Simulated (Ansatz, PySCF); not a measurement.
Process, species as SMILES: C=CCCl + 2 C (CH4) → C=C (C2H4) + CC (C2H6) [ethane] + CCl (CH3Cl)
Each molecule is optimised on its own at B3LYP-D3(BJ)/def2-TZVP (Ansatz, a program for electronic structure), one conformer each, not searched for the lowest.

Quantity: bond separation energy (enthalpy at 298 K, with B3LYP-D3(BJ) rigid-rotor harmonic-oscillator terms from PySCF), in kJ/mol. Valence correlation only, unless marked. No spin-orbit coupling. Non-relativistic. CBS(X,Y): correlation extrapolated as X^-3; Hartree-Fock from the larger set. [CCSD(T)-MP2]/basis is that difference in the basis named.

```csv
level,program,bond separation energy (kJ/mol),minus last row
HF/cc-pV(T+d)Z,Ansatz,24.7,-10.6
BLYP-D4/def2-TZVPD,Ansatz + dftd4,40.0,4.7
BLYP/def2-TZVPD,Ansatz,33.8,-1.5
revPBE/def2-TZVPD,Ansatz,33.3,-2.0
PBE0/def2-SVP,Ansatz,34.2,-1.1
PBE0/def2-TZVP,Ansatz,33.7,-1.6
BHLYP-D3(BJ)/def2-TZVPD,Ansatz + dftd3,34.1,-1.2
r2SCAN0-D4/def2-TZVPD,Ansatz + dftd4,37.2,1.9
B2PLYP/def2-TZVPD,Ansatz,35.1,-0.2
PBE-QIDH/def2-TZVPD,Ansatz,35.4,0.1
MP2/STO-3G,Ansatz,32.0,-3.3
SCS-MP2/6-31G*,Ansatz,36.2,0.9
CCSD(T)/cc-pVTZ,Ansatz,34.8,-0.5
CCSD(T)/cc-pwCVTZ,Ansatz,34.9,-0.4
"RI-MP2/CBS(cc-pV(T+d)Z,cc-pV(Q+d)Z)+[CCSD(T)-MP2]/cc-pV(T+d)Z",Ansatz,35.3,0.0
```
